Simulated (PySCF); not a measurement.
Molecule: C3H6O (charge 0, singlet). 
Coordinates optimised at B3LYP-D3(BJ)/def2-TZVP (Ansatz):
```xyz
10

C     -1.5095     0.1353    -0.0295
C     -0.1424    -0.4792    -0.1055
C      1.0242     0.2621    -0.5856
O      0.8383     0.0192     0.8123
H     -2.0569    -0.2511     0.8326
H     -2.0846    -0.1000    -0.9282
H     -1.4388     1.2192     0.0666
H     -0.1200    -1.5621    -0.2107
H      0.9041     1.2970    -0.8935
H      1.8563    -0.2662    -1.0411
```

Dispersion corrections to the total energy (kcal/mol) from the dftd3 and dftd4 libraries through PySCF: D3(BJ) without and D4 with the three-body term, each with the damping fitted for the functional named.

| functional | D3(BJ) | D4 |
|---|---|---|
| r2SCAN | -0.93 | -0.80 |
| HSE06 | -2.02 | [?] |
| B3LYP | -5.85 | [?] |
| CAM-B3LYP | -2.44 | -2.64 |
| PBE | -3.51 | [?] |
| TPSSh | -3.87 | -4.00 |
| TPSS | -4.29 | -4.42 |

Fill in the missing entries.


- HSE06, D4: -2.46
- B3LYP, D4: -5.20
- PBE, D4: -3.26
